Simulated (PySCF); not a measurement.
A PySCF script (with the pyscf-properties extension) for the NMR shieldings of `FC(F)[C@@H]1CCC[Si@]1(F)P`, C5H10F3PSi, on a GFN2-xTB geometry:

```python
import basis_set_exchange as bse
import numpy as np
from pyscf import gto, dft
from pyscf.prop import nmr

atoms = """
F    -2.530356    1.646428    1.043110
C    -1.247526    1.686859    0.599727
F    -0.472796    1.668777    1.723737
C    -0.917918    0.521912   -0.298313
C    -1.235545   -0.824989    0.362141
C    -0.437489   -1.906440   -0.361750
C     1.032938   -1.474685   -0.418051
Si    0.949564    0.411090   -0.715738
F     1.069525    0.709051   -2.315167
P     2.202948    1.959800    0.294855
H    -1.094164    2.665019    0.118722
H    -1.508785    0.635811   -1.209619
H    -2.305248   -1.036647    0.332579
H    -0.927516   -0.787936    1.409608
H    -0.545094   -2.868149    0.140257
H    -0.821126   -2.009216   -1.378291
H     1.569839   -2.013249   -1.196151
H     1.522362   -1.704515    0.528489
H     3.402021    1.439593   -0.165672
H     2.289218    1.292164    1.502490
"""
names = dict.fromkeys(["F", "C", "Si", "P", "H"], "pcSseg-1")
basis = {el: gto.basis.parse(bse.get_basis(n, elements=[el], fmt="nwchem")) for el, n in names.items()}
mol = gto.M(atom=atoms, basis=basis, charge=0, verbose=0)
mf = dft.RKS(mol, xc="PBE0")
mf.grids.level = 2
mf.grids.alignment = dft.numint.BLKSIZE   # the property module wants whole blocks of grid points
mf.conv_tol = 1e-9
mf.kernel()

calc = nmr.RKS(mf)   # GIAO
C = mf.mo_coeff
Co = C[:, mf.mo_occ > 0]
resp = mf.gen_response(singlet=True, hermi=2)
def vind(x):   # induced exchange potential for any number of trial vectors
    d = np.einsum("pi,xij,qj->xpq", C, 2 * x.reshape(-1, C.shape[1], Co.shape[1]), Co, optimize=True)
    return np.einsum("xpq,pi,qj->xij", resp(d - d.transpose(0, 2, 1)), C, Co, optimize=True).ravel()
mo1, _ = nmr.rhf.solve_mo1(calc, with_cphf=vind)
sigma = calc.kernel(mo1)
for i, s in enumerate(sigma):   # ppm
    print("%2d %-2s %9.2f" % (i, mol.atom_pure_symbol(i), np.trace(s) / 3))
```

**Question.** What are the results?

**Answer.** 
```
 0 F     303.14
 1 C      63.46
 2 F     310.56
 3 C     144.28
 4 C     159.47
 5 C     158.56
 6 C     163.59
 7 Si    279.15
 8 F     352.91
 9 P     608.90
10 H      25.14
11 H      30.03
12 H      29.48
13 H      30.26
14 H      29.55
15 H      30.16
16 H      30.39
17 H      31.13
18 H      30.31
19 H      30.63
```

These numbers come from an equivalent density-fitted implementation of the same equations, which agrees with the script to about 0.01 ppm for H and up to a few tenths of a ppm for heavy atoms, so last digits may differ.

**Question.** Turn these shieldings into chemical shifts. δ = σ(ref) − σ, references computed at the same level: ¹⁹F (σref 170.95) vs CFCl3; ¹³C (σref 186.93), ²⁹Si (σref 349.16), ¹H (σref 31.72) vs TMS; ³¹P (σref 318.38) against H3PO4.

**Answer.** Averaging equivalent atoms: F 0: -132.2; F 2: -139.6; F 8: -182.0; C 1: 123.5; C 3: 42.6; C 5: 28.4; C 4: 27.5; C 6: 23.3; Si 7: 70.0; P 9: -290.5; H 10: 6.58; H 12: 2.23; H 14: 2.17; H 11: 1.68; H 15: 1.56; H 13: 1.46; H 16: 1.33; H 18/19: 1.25; H 17: 0.59 ppm. Unscaled 19F shifts against computed CFCl3 carry errors that often reach 10 to 50 ppm. Experimental scales use liquid or dissolved standards, which lie at an offset from isolated H3PO4.

Size and cost of the density-fitted run: 234 basis functions, 68 s wall time on 1 thread of an Arm Neoverse V2, shared host; peak memory 1.1 GiB.
